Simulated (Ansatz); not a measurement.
Molecule: CH4BO2, net charge -1, singlet state. It need not be the lowest isomer of its formula. Whether it binds its extra electron was not tested at this geometry. 
Structure (B3LYP-D3(BJ)/def2-TZVP (Ansatz, a first-principles code) minimum search):
```xyz
8

C     -1.4875    -0.0909    -0.1357
B      0.1192     0.1416    -0.0282
O      0.7660     1.2323    -0.2748
O      0.7682    -1.0877     0.4000
H     -1.9147    -0.4023     0.8266
H     -2.0000     0.8198    -0.4564
H     -1.7321    -0.8895    -0.8485
H      1.7019    -0.8470     0.4318
```
Charge -1, spin multiplicity 1.

Basis-set convergence of Hartree-Fock and CCSD correlation energies (hartree) with Ansatz. Correlated levels leave the core frozen unless marked. No spin-orbit coupling. No relativistic terms. This anion needs diffuse functions, which these sets lack.

```
basis    functions       E(HF)  E(corr, CCSD)
-------  ---------  ----------  -------------
cc-pVDZ         76  -214.71674       -0.64010
cc-pVTZ        176  -214.79417       -0.79195
cc-pVQZ        340  (withheld)     (withheld)
```

**Question.** What belongs in the gaps?

**Answer.** 
- cc-pVQZ, E(HF): -214.81301
- cc-pVQZ, E(corr, CCSD): -0.84238
